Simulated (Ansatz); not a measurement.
H2P, doublet, at a GFN2-xTB geometry; B3LYP/cc-pVTZ (Ansatz, a program for electronic structure).

Here is a job for Ansatz.
Ansatz 0.2 input:
```yaml
crystal:
  periodic: [false, false, false]
  atoms:
    - {symbol: P, position_ang: [0.00459430, 0.11426259, 0.00271176]}
    - {symbol: H, position_ang: [-1.02918573, -0.81790435, 0.01890316]}
    - {symbol: H, position_ang: [0.96027116, -0.89603443, -0.05957955]}
basis:
  gaussian:
    orbitals: cc-pVTZ
hamiltonian:
  xc: b3lyp
magnetization: {spin_polarized: true, initial_magnetization: 1}
```

What the program printed (banner, timings and long lists left out):

```
Functional definition: B3LYP
388 factors; their error is unknown
mean field evaluation 1: about -9320.5408 eV, gradient 7.4e0 eV
mean field evaluation 2: about -9320.8254 eV, gradient 4.2e0 eV
mean field evaluation 4: about -9320.9323 eV, gradient 1.1e-1 eV
mean field evaluation 8: about -9320.9960 eV, gradient 2.2e-2 eV
mean field -9320.99597179 eV, -342.5402839653 hartree, gradient 3.4e-5 eV, S^2 0.754853; 0 other end points of the search recorded, 0 dependent functions left out
reference -9320.99614912 eV, -342.5402904819 hartree; 9, 8 occupied and 53, 54 virtual orbitals, 388 factors
Total energy: -9320.99614912 eV, -342.5402904819 hartree
```
